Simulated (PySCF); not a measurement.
Compound: C₃H₁₁AsSi.
Numbering: `[CH3:1][CH:2]([CH3:3])[SiH2:4][AsH2:5]`

Lines to be assigned: C 1s: 290.18 (area 1), 290.56 (area 2) eV; Si 1s: 1845.97 eV; Si 2p3/2: 106.24 eV.

Method used: delta-SCF UKS SCAN, pcX-2 on the ionised atom, pcseg-1 elsewhere, spin-free X2C in PySCF 2.14.0. One conformer (not necessarily the lowest) at the PBE0-D3(BJ)/def2-SVP geometry, without solvent, vibrations or thermal averaging.

Q: Which carbon gives which C 1s line?

A: 290.18 eV: C2 (sp3 carbon bound to silicon); 290.56 eV: C1/C3 (methyl carbon). The listed C 1s values span 0.38 eV, from C2 (bonded to 2 C, H and Si) to C1/C3 (bonded to C and 3 H).

Bonded neighbours of each site: C1/C3: C and 3 H; C2: 2 C, H and Si; Si4: C, 2 H and As.

Q: Give the binding energy of Si 1s of Si4 in hartree and in kJ/mol.

A: 1845.97 eV = 67.8381 Eh = 178109 kJ/mol.

One atom of each set of topologically equivalent atoms was ionised and stands for the set; in this conformer not all members are related by symmetry, and their own values weren't computed. 2p3/2 and 2p1/2 are the ΔSCF energy of one spin-free 2p hole plus the eigenvalues of a spin–orbit and ligand-field matrix of the shell. 2p1/2 minus 2p3/2 (ligand field included): Si 0.62 eV. No level of arsenic is listed.

Shape of the structure used: `[CH3:1][CH:2]([CH3:3])[SiH2:4][AsH2:5]`: C1–C2–Si4–As5 62°, H–As5–Si4–C2 78°, H–As5–Si4–C2 170°.
